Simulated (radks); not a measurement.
Task: Hf22+, configuration [Kr] 4d10 4f4. Calculated with a radial shooting solver on a logarithmic mesh with Libxc functionals: scalar-relativistic Kohn-Sham, SCAN, spin-polarised, spherical densities, finite nucleus; open shells are filled with parallel spins first (spin-orbit coupling, left out, can overturn this in heavy ions); meta-GGA in the generalised Kohn-Sham scheme; Fermi nuclear charge, rms radius 5.347 fm. Some entries of the table are withheld. Estimate them.

| orbital | occ. | eigenvalue (eV) | <r^2> (bohr^2) |
|---|---|---|---|
| 1s down | 1 | -65993.66 | 0.0004952 |
| 1s up | 1 | -65993.64 | 0.0004952 |
| 2s up | 1 | -11845.64 | 0.007639 |
| 2s down | 1 | -11845.42 | 0.007638 |
| 2p up | 3 | -10475.95 | 0.006288 |
| 2p down | 3 | -10475.80 | 0.006287 |
| 3s up | 1 | -3213.595 | 0.04954 |
| 3s down | 1 | -3209.203 | 0.04943 |
| 3p up | 3 | -2801.548 | 0.05020 |
| 3p down | 3 | -2796.978 | 0.05007 |
| 3d up | 5 | -2313.382 | 0.04177 |
| 3d down | 5 | -2309.690 | 0.04163 |
| 4s up | 1 | -1133.119 | 0.2293 |
| 4s down | 1 | -1125.382 | 0.2301 |
| 4p up | 3 | -990.8585 | 0.2524 |
| 4p down | 3 | -983.3449 | 0.2534 |
| 4d up | 5 | (1) | 0.2729 |
| 4d down | 5 | (2) | 0.2743 |
| 4f up | 4 | -606.9702 | 0.2737 |

Result: 
(1) 4d up eigenvalue (eV): -807.7374
(2) 4d down eigenvalue (eV): -800.0448
